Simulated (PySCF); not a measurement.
C7H5N. Atoms are numbered in the order given.

```xyz
13

N      0.0000     0.0000     3.2020
C      0.0000     0.0000     2.0426
C      0.0000     0.0000     0.6098
C      0.0000    -1.2155    -0.0909
C      0.0000    -1.2090    -1.4815
C      0.0000     0.0000    -2.1771
C      0.0000     1.2090    -1.4815
C      0.0000     1.2155    -0.0909
H      0.0000    -2.1560     0.4630
H      0.0000    -2.1552    -2.0269
H      0.0000     0.0000    -3.2695
H      0.0000     2.1552    -2.0269
H      0.0000     2.1560     0.4630
```

The structure is a stationary point at PBE0-D3(BJ)/def2-SVP.

Computed with r2SCAN/def2-TZVP (PySCF).

Symmetry labels are those of the subgroup C2v that the program uses (full group C2v).

Computed valence orbital energies around the gap with their symmetry:
```csv
orbital,symmetry,energy (eV)
HOMO−7,B1,-10.57
HOMO−6,A1,-9.73
HOMO−5,B2,-9.44
HOMO−4,B1,-9.03
HOMO−3,A1,-8.95
HOMO−2,B2,-8.46
HOMO−1,A2,-7.27
HOMO,B1,-7.00
LUMO,B1,-2.37
LUMO+1,A2,-1.71
LUMO+2,B2,0.02
LUMO+3,A1,0.91
```
